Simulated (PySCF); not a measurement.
Geometry:
```
atom   x (Å)   y (Å)   z (Å)
 Al1  -1.643  -0.156  -0.604
 Cl2  -2.666   1.600  -1.174
 Cl3  -2.526  -2.067  -0.727
  P4  -0.576   0.155   1.550
 Al5   1.658   0.149   0.610
 Cl6   2.733  -1.565   1.210
 Cl7   2.491   2.085   0.697
  P8   0.594  -0.191  -1.540
  H9  -0.942   1.331   2.246
 H10  -0.833  -0.858   2.502
 H11   0.868   0.811  -2.500
 H12   0.959  -1.377  -2.219
```

Geometry: PBE0-D3(BJ)/def2-SVP; GIAO absolute shieldings from PySCF, gas phase, non-relativistic, averaged over equivalent atoms.

At PBE0/pcSseg-1 (pcSseg-2 on Al) (250 basis functions, 3.2 min wall time (2.8 min CPU) on 1 thread of an Intel Xeon, shared host):
```tsv
atoms	σ (ppm)
Al1/Al5	445.8
Cl2/Cl3/Cl6/Cl7	918.7
P4/P8	507.0
H9/H10/H11/H12	27.76
```

Question: Predict the values at PBE/pcSseg-1 (pcSseg-2 on Al) on the same geometry.

Answer: 
```
          atoms  σ at PBE/pcSseg-1 (pcSseg-2 on Al)  change
        Al1/Al5                               432.3   -13.5
Cl2/Cl3/Cl6/Cl7                               881.7   -37.0
          P4/P8                               491.6   -15.4
 H9/H10/H11/H12                               27.71   -0.05
```

The largest change is at Cl2/Cl3/Cl6/Cl7 (chlorine bonded to Al). Cost: 250 basis functions, 2.5 min wall time on 1 thread of an Intel Xeon, shared host.
